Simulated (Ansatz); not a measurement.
F2O2W (SMILES [O]=[W](=[O])([F])[F]), singlet, geometry from GFN2-xTB (such geometries of metal compounds can be far from the true shape) (core potentials on W). Base run: Ansatz (a quantum-chemistry and plane-wave program) with B3LYP/def2-SVP.

Ansatz was given this input:
Ansatz 0.2 input:
```yaml
crystal:
  periodic: [false, false, false]
  atoms:
    - {symbol: W, position_ang: [0.05487010, -0.01169516, 0.01838624]}
    - {symbol: O, position_ang: [1.32229612, -0.35687239, -1.03644562]}
    - {symbol: O, position_ang: [0.49345910, -0.03014245, 1.64488116]}
    - {symbol: F, position_ang: [-0.71526726, 1.59888556, -0.41592983]}
    - {symbol: F, position_ang: [-1.34989154, -1.15871218, -0.27607755]}
basis:
  gaussian:
    orbitals: def2-SVP
hamiltonian:
  xc: b3lyp
```

Variants of this job, named by their change:

| change | basis functions | E (Eh) |
|---|---|---|
| base | 88 | -417.17194 |
| basis = jorge-DZP-DKH; relativity = spin-free X2C | 120 | -16482.10032 |
| basis = ANO-RCC-VDZP; relativity = spin-free X2C; nucleus = Gaussian | 124 | -16494.21415 |
| basis = jorge-DZP-DKH; relativity = spin-free X2C; nucleus = Gaussian | 120 | -16480.43475 |
| basis = x2c-SVPall; relativity = spin-free X2C; nucleus = Gaussian | 122 | -16493.52610 |
| basis = ANO-RCC-VDZP; relativity = spin-free X2C | 124 | -16496.50698 |
| basis = ANO-RCC-VDZP; relativity = none | 124 | -13841.53028 |
| basis = jorge-DZP-DKH; relativity = none | 120 | -15339.79304 |
| basis = x2c-SVPall; relativity = none | 122 | -14003.55186 |
| basis = x2c-SVPall; relativity = spin-free X2C | 122 | -16495.41294 |

Total energies compare only within one method and basis.

Ansatz warned in this series: the basis is contracted for relativity, which the run leaves out.

Basis sets contracted for a relativistic Hamiltonian are a mismatch without it, so the rows without relativity aren't non-relativistic limits. No row has spin-orbit coupling; sets with core potentials leave out the core electrons.
